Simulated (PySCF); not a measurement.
CH3Cl2NSi2, SMILES [Si]1(Cl)([SiH2]N=C1)Cl.

Coordinates come from a ωB97X-D3(BJ)/def2-SVP optimisation. The structure was generated by enumeration, and PubChem lists no compound with its InChIKey, so it may never have been made.

All values below come from TDDFT-PBE/def2-SVPD in PySCF 2.14.0.

Vertical excitations. The molecule is in vacuum. State labels are in the subgroup Cs.

Computed lowest excited states:
| state | symmetry | energy (eV) | λ (nm) | f | main pairs |
|---|---|---|---|---|---|
| S1 | A" | 3.48 | 356 | 0.002 | HOMO→LUMO 100 % |
| S2 | A" | 4.19 | 296 | 0.000 | HOMO−1→LUMO 100 % |
| S3 | A' | 4.70 | 264 | 0.002 | HOMO→LUMO+1 95 % |
| S4 | A" | 4.96 | 250 | 0.005 | HOMO→LUMO+3 99 % |
| S5 | A' | 5.03 | 246 | 0.026 | HOMO→LUMO+2 79 %, HOMO−2→LUMO 16 % |
| S6 | A' | 5.18 | 239 | 0.018 | HOMO−2→LUMO 75 % |
| S7 | A' | 5.42 | 229 | 0.008 | HOMO−3→LUMO 78 % |
| S8 | A' | 5.79 | 214 | 0.007 | HOMO→LUMO+4 59 %, HOMO−1→LUMO+1 32 % |
| S9 | A' | 5.86 | 212 | 0.027 | HOMO→LUMO+4 23 %, HOMO−1→LUMO+2 21 %, HOMO−4→LUMO 20 %, HOMO−1→LUMO+1 20 % |
| S10 | A" | 5.93 | 209 | 0.002 | HOMO−5→LUMO 97 % |
| T1 | A" | 2.76 | 449 | 0 | HOMO→LUMO 100 % |
| T2 | A" | 3.97 | 312 | 0 | HOMO−1→LUMO 99 % |
| T3 | A' | 4.48 | 277 | 0 | HOMO→LUMO+1 98 % |
| T4 | A' | 4.64 | 267 | 0 | HOMO→LUMO+2 86 % |
Triplets are in the Tamm–Dancoff approximation, which puts them higher than full response would, so one can lie above its singlet here.
